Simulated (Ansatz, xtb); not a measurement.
**Relative energy of two isomers of C3H10BPS**

Structure X is `CCB(P)SC`, a singlet and structure Y is `CSCB(C)P`, a singlet. Both are isolated molecules in the gas phase, relaxed with B3LYP/def2-SVP; the shapes shown needn't be the lowest conformers.

X (Å):

```xyz
16

C     3.7527   -1.6924    0.4281
C     3.2845   -0.5935   -0.5345
C    -0.8941    0.0386    0.6834
B     1.7804   -0.0997   -0.4575
P     1.0549    0.9756   -1.8917
S     0.7653   -0.7076    0.8912
H     3.1813   -2.6238    0.2859
H     3.6236   -1.3914    1.4804
H     4.8185   -1.9312    0.2822
H     3.4882   -0.8944   -1.5806
H     3.9073    0.3140   -0.3988
H     2.2306    1.7194   -2.2035
H     0.4250    2.0083   -1.1376
H    -1.5497   -0.4261    1.4321
H    -1.2942   -0.1634   -0.3202
H    -0.8620    1.1232    0.8587
```

Y (Å):

```yaml
atoms:
  - { symbol: C, position_ang: [1.0374, 1.3801, -0.0542] }
  - { symbol: C, position_ang: [2.0208, -1.2990, -0.0858] }
  - { symbol: C, position_ang: [3.1255, -2.0684, 2.2956] }
  - { symbol: B, position_ang: [1.8869, -1.5635, 1.4580] }
  - { symbol: P, position_ang: [0.1968, -1.2033, 2.3324] }
  - { symbol: S, position_ang: [2.5993, 0.4606, 0.1040] }
  - { symbol: H, position_ang: [1.2915, 2.4422, 0.0759] }
  - { symbol: H, position_ang: [0.5956, 1.2356, -1.0516] }
  - { symbol: H, position_ang: [0.3174, 1.0913, 0.7279] }
  - { symbol: H, position_ang: [1.1228, -1.3173, -0.7197] }
  - { symbol: H, position_ang: [2.8335, -1.8410, -0.5916] }
  - { symbol: H, position_ang: [3.0547, -3.1737, 2.3406] }
  - { symbol: H, position_ang: [4.0975, -1.8303, 1.8334] }
  - { symbol: H, position_ang: [3.1380, -1.7186, 3.3403] }
  - { symbol: H, position_ang: [0.2768, -2.1532, 3.3912] }
  - { symbol: H, position_ang: [-0.6615, -1.9742, 1.4933] }
```

Question: Which of the two would you expect CCSD(T)/def2-SVP + ΔMP2/def2-TZVPP electronic energies to favour?

Answer: Structure X; the calculation gives E(Y) − E(X) = +17.9 kcal/mol.

How the difference moves with the method:

| level | geometry | E(Y) − E(X) (kcal/mol) | departure from the last row (kcal/mol) | job, with rough time for the two |
| --- | --- | --- | --- | --- |
| B3LYP/def2-SVP | B3LYP/def2-SVP | +19.1 | +1.2 | optimisation, 35 s |
| HF/def2-SVP | B3LYP/def2-SVP | +20.7 | +2.8 | part of the CCSD(T) run |
| MP2/def2-SVP | B3LYP/def2-SVP | +20.8 | +2.9 | part of the CCSD(T) run |
| CCSD(T)/def2-SVP | B3LYP/def2-SVP | +20.7 | +2.7 | single point |
| CCSD(T)/def2-SVP + ΔMP2/def2-TZVPP | B3LYP/def2-SVP | +17.9 |  | single point, 25 s |

As drawn, Y has 1 C–S, 1 C–B in place of 1 C–C, 1 B–S.

The levels shown agree on the order. The largest departure from CCSD(T)/def2-SVP + ΔMP2/def2-TZVPP is that of MP2/def2-SVP, 2.9 kcal/mol. Levels run at GFN2-xTB geometries aren't shown. The last row adds to CCSD(T) the change of the MP2 difference between the two basis sets, here −2.7 kcal/mol.

With thermal terms from frequencies at re-optimised GFN2-xTB minima (ideal gas, soft modes damped towards free rotors, one conformer each, 298.15 K, 1 atm): the zero-point term adds −1.1 kcal/mol; ΔH is +16.9 and ΔG +17.0 kcal/mol.

The correlated steps freeze 14 core orbitals. Run with Ansatz 0.2.0, xtb 6.7.1; the last row on 4 threads of Intel(R) Xeon(R) 6975P-C (Granite Rapids) on a shared host.
